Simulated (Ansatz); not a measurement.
**Telling isomers of BrH3NSi+ apart by their spectra**

These gas-phase data were calculated for one isomer of BrH3NSi+ at r2SCAN-D4/def2-SVP (harmonic, unscaled wavenumbers; equilibrium rotational constants with average atomic masses):

```
rotational constants            : 25.39, 2.578, 2.341 GHz
all wavenumbers above 1500 cm⁻¹ : 3616, 3516, 2355, 1521
```

Candidates:

(1) `[NH2+]=[SiH]Br`, a singlet
(2) `[NH3+][Si]Br`, a singlet

Task: Which structure fits?

Result: Candidate (1). The band at 2355 cm⁻¹ lies where the Si–H stretch is expected; (2) has no mode between 2000 and 2380 cm⁻¹.

The same quantities for all candidates:

|  | rotational constants (GHz) | wavenumbers above 1500 cm⁻¹ | E above the lowest, r2SCAN-D4/def2-SVP (kcal/mol) |
| --- | --- | --- | --- |
| (1) | 25.39, 2.578, 2.341 | 3616, 3516, 2355, 1521 | 0.0 |
| (2) | 12.69, 2.855, 2.36 | 3505, 3493, 3382, 1608, 1603 | 4.8 |

Harmonic stretches to hydrogen usually lie a few per cent above observed fundamentals. Each candidate is one conformer. Programs: Ansatz 0.2.0.
